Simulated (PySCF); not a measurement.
## How methods differ on the interval between two levels of O³⁺

O³⁺ [He] 2s2 2p1 [2P3/2, M_J = 3/2] → O³⁺ [He] 2s1 2p1 3s1 [4P5/2, M_J = 5/2], as a difference of total energies. Computed with PySCF 2.14 in x2c-SVPall-2c with one added diffuse shell of s type (4s2p1d, 15 functions), with the two-component X2C-1e Hamiltonian. Correlated levels: 1s2 frozen. "Screened" scales the spin-orbit matrix elements by Boettger's factors to mimic the two-electron term; Breit and QED terms are absent.

```
                    method  interval between two levels (cm⁻¹)
           GHF (spin-free)                              420130
          GMP2 (spin-free)                              429860
 GHF (screened spin-orbit)                              420140
GMP2 (screened spin-orbit)                              429870
```

The labels give the starting determinants; with spin-orbit coupling the two ends relaxed to ⟨J²⟩ = 3.75, ⟨L²⟩ = 2.00, ⟨S²⟩ = 0.75 and ⟨J²⟩ = 8.75, ⟨L²⟩ = 2.00, ⟨S²⟩ = 3.75.
